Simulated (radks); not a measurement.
Problem. These are the eigenvalues of the occupied orbitals of an atom or ion with whole-number occupations (eV). Method: scalar-relativistic Kohn-Sham, LDA (Slater exchange, VWN5 correlation), spin-polarised, spherical densities, finite nucleus; Fermi nuclear charge, rms radius of each element as measured or else 0.836 A^(1/3) + 0.57 fm; computed with a radial shooting solver on a logarithmic mesh with Libxc functionals.

1s: -74246.90

Which element is it, and in what charge state? The configuration may be excited. Open shells, if any, are filled with parallel spins first.

Solution. Z = 72, hafnium, charge +70: Hf70+ in [He]. The 1s level, -2728.5 hartree, gives Z - s = 73.9 by -(Z - s)^2/2, which with screening and relativity narrows Z to a few neighbours, and with so few levels the electron count can be read from the list.
